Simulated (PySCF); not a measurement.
## As (arsenic, neutral): UHF calculation

Configuration: [Ar] 3d10 4s2 4p3, high-spin 4S determinant. Computed with PySCF 2.14 in cc-pVTZ-DK (6s5p3d1f, 43 functions), with scalar relativity by spin-free X2C-1e.

```json
{
 "Total energy": "-2259.014353 hartree",
 "One-electron energy": "-3146.3768 hartree",
 "Hartree (Coulomb) energy": "970.1266 hartree",
 "Exchange energy": "-82.7641 hartree",
 "⟨S²⟩": "3.7511",
 "⟨L²⟩": "0.000",
 "Sum of ⟨r⟩": "24.64 bohr",
 "Sum of ⟨r²⟩": "40.55 bohr²",
 "Langevin diamagnetic susceptibility": "-32.1 ×10⁻⁶ cm³/mol",
 "Time after the integrals": "0.1 s of wall time on 1 thread of Neoverse-V2 (shared host)"
}
```

```csv
shell,electrons,mean orbital energy (eV),"rms radius, mean of both spins (bohr)"
1s α,1,-11943.9,0.0524
1s β,1,-11943.7,0.0524
2s α,1,-1572.1,0.219
2s β,1,-1572.1,0.219
2p α,3,-1373.9,0.196
2p β,3,-1373.7,0.196
3s α,1,-225.33,0.639
3s β,1,-224.96,0.639
3p α,3,-161.71,0.667
3p β,3,-161.19,0.667
3d α,5,-56.381,0.750
3d β,5,-56.123,0.750
4s α,1,-22.644,2.14
4s β,1,-15.607,2.14
4p α,3,-10.035,2.70
```

Densities and radii are taken from the X2C orbitals without a picture-change correction, which distorts them close to the nucleus.
